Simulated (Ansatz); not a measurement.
The cluster Cs4⁺. Charge 1, multiplicity 2. Geometry r2SCAN/def2-TZVP, that of the neutral singlet; atoms count from 1.

Cartesian coordinates in Å:
```
Cs -3.050 -2.032 3.120
Cs 1.127 1.150 1.841
Cs -1.127 -1.141 -1.835
Cs 3.049 2.023 -3.126
```

In the def2 sets Cs takes a core potential; there is no spin–orbit coupling. The structure comes from a short search, and lower isomers may exist.

Question: Estimate the Mulliken populations from the PBE0/def2-TZVP orbitals of Ansatz.

Answer: 
```csv
atom,charge (e),spin (α − β)
Cs1,-0.11,0.77
Cs2,0.60,-0.26
Cs3,0.61,-0.27
Cs4,-0.11,0.77
```
Mulliken values and Mayer orders depend strongly on the basis.

Question: Where does the spin sit?

Answer: Summed by element: Cs 1.00, of 1 unpaired in all. Largest on single atoms: Cs1 0.77, Cs4 0.77, Cs3 -0.27.
